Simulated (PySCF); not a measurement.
Species: C₆H₆S.
Numbering: `[SH:1][c:2]1[cH:3][cH:4][cH:5][cH:6][cH:7]1`

Structure used (PBE0-D3(BJ)/def2-TZVP), in Å, numbered top down from 1:
```
atom  x, y, z in Å
S1     2.8247   -0.2941    0.1809
C2     1.0769   -0.1372    0.0694
C3     0.3211   -1.3076    0.0659
C4    -1.0593   -1.2424   -0.0180
C5    -1.7047   -0.0171   -0.1000
C6    -0.9509    1.1466   -0.0967
C7     0.4312    1.0930   -0.0123
H8     3.1036    1.0163    0.1270
H9     0.8164   -2.2702    0.1286
H10   -1.6346   -2.1612   -0.0196
H11   -2.7849    0.0300   -0.1659
H12   -1.4403    2.1118   -0.1601
H13    1.0067    2.0117   -0.0098
```

Definitions: NICS(0) = −σiso at the ring centroid; NICS(1) = −σiso and NICS(1)zz = −σzz at ±1 Å along the ring normal z. Level: GIAO B97-2/pcSseg-2 (PySCF, non-relativistic, gas phase) on the PBE0-D3(BJ)/def2-TZVP geometry, one conformer.

Ring bond lengths (Å): C2–C3 1.393, C3–C4 1.385, C4–C5 1.387, C5–C6 1.387, C6–C7 1.386, C7–C2 1.392.

Problem. What do the NICS probes read (ppm)?

Solution. 
| ring | type | NICS(0) | NICS(1), two faces | NICS(1)zz, two faces | rms pucker (Å) | centre to ring atoms, mean (Å) |
| --- | --- | --- | --- | --- | --- | --- |
| C2–C3–C4–C5–C6–C7 | 6-membered carbocycle; formal bonds all aromatic | -8.0 | -9.3 / -9.2 | -26.6 / -26.6 | 0.00 | 1.39 |

Problem. What do they say, and how far can they be read as aromaticity?

Solution. 
- C2–C3–C4–C5–C6–C7: mean NICS(1)zz -26.6 ppm, shielded. The ring is flat and has no four-coordinate atom; by the NICS criterion it is aromatic.

Problem. What does the geometric index give? HOMA = 1 − mean of α(R − Ropt)² over the ring bonds, with Krygowski's 1993 parameters (CC: Ropt 1.388 Å, α 257.7 Å⁻²).

Solution. 
- C2–C3–C4–C5–C6–C7: HOMA 1.00 = 1 − EN − GEO, with mean bond length 1.388 Å, EN = α(Ropt − mean)² = 0.000 and GEO = α × variance = 0.003. The geometric and the magnetic index point the same way.

Problem. What is the mean of the two in-plane components of NICS at the first NICS(1) probe listed for ring C2–C3–C4–C5–C6–C7, 1 Å off the ring?

Solution. The isotropic value is a third of the trace: (3 × -9.3 − (-26.6))/2 = -0.7 ppm.

Problem. How do the values depend on the level or the medium?

Solution. 
| level | NICS(0), C2–C3–C4–C5–C6–C7 | mean NICS(1)zz, C2–C3–C4–C5–C6–C7 |
| --- | --- | --- |
| B97-2/pcSseg-2, gas | -8.0 | -26.6 |
| KT3/pcSseg-2, gas | -7.7 | -25.2 |
| PBE0/pcSseg-2, gas | -7.9 | -26.7 |
| wB97X-D/pcSseg-2, gas | -7.9 | -27.2 |
| WP04/pcSseg-2, IEF-PCM chloroform | -8.4 | -26.2 |
| wB97X-D/pcSseg-2, IEF-PCM chloroform | -7.7 | -27.3 |

The geometry is the same throughout; the continuum's cavity takes Bondi-type radii × 1.2.

Hardware: 2 threads, Intel Xeon 6975P-C (x86_64), shared host with 192 logical CPUs at a one-minute load of 80. Cost: 28 s wall, 66 s CPU, 2.1 GiB resident at most. This is the whole shielding run at B97-2/pcSseg-2, SCF included.
